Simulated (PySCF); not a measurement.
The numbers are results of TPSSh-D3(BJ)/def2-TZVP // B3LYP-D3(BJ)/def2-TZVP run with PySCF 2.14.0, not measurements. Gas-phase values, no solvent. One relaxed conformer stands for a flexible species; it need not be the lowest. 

Reference species (SMILES): `[Ga]([NH2])([NH2])[SH]` (neutral, multiplicity 1).

| Quantity | Result |
|---|---|
| S1 oscillator strength | 0.009 |
| LUMO | -0.50 eV |

Changed species: `[SH][Ga]([SH])[SH]` (3 of 3 NH2 replaced by SH; the reference has 1 of 3 NH2 replaced by SH).

Q: Predict the effect on the S1 oscillator strength and LUMO.

A: the S1 oscillator strength is nearly the same; the LUMO falls by 0.99 eV, to -1.49 eV.
